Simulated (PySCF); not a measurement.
PySCF 2.14 output of an unrestricted r2SCAN calculation on a single atom or ion in x2c-TZVPall (6s4p3d, 33 functions), with the spin-free X2C one-electron Hamiltonian (Gaussian nucleus):

```
SCF conv_tol = 1e-09
number electrons alpha = 9  beta = 8
    J. W. Furness, A. D. Kaplan, J. Ning, J. P. Perdew, and J. Sun.,  J. Phys. Chem. Lett. 11, 8208-8215 (2020)
    J. W. Furness, A. D. Kaplan, J. Ning, J. P. Perdew, and J. Sun.,  J. Phys. Chem. Lett. 11, 9248-9248 (2020)
    J. W. Furness, A. D. Kaplan, J. Ning, J. P. Perdew, and J. Sun.,  J. Phys. Chem. Lett. 11, 8208-8215 (2020)
    J. W. Furness, A. D. Kaplan, J. Ning, J. P. Perdew, and J. Sun.,  J. Phys. Chem. Lett. 11, 9248-9248 (2020)
cycle= 1 E= -600.855283969654  delta_E= -0.00403  |g|= 0.00839  |ddm|= 0.0656
cycle= 2 E= -600.855316514073  delta_E= -3.25e-05  |g|= 0.0014  |ddm|= 0.00792
cycle= 3 E= -600.855317332713  delta_E= -8.19e-07  |g|= 0.000416  |ddm|= 0.00212
cycle= 4 E= -600.855317399035  delta_E= -6.63e-08  |g|= 1.59e-05  |ddm|= 0.000525
cycle= 5 E= -600.855317399197  delta_E= -1.62e-10  |g|= 1.96e-06  |ddm|= 2.5e-05
converged SCF energy = -600.855317399197  <S^2> = 0.75284265  2S+1 = 2.0028406
```

The run itself started from symmetry-adapted Hartree-Fock orbitals and held the occupation by maximum overlap, on a logarithmic radial grid, so the iterations belong to that start.

Q: Which element, charge and spin multiplicity is this?

A: K(2+) (potassium, charge +2), multiplicity 2; the state was [Ne] 3s2 3p5, 2P determinant.
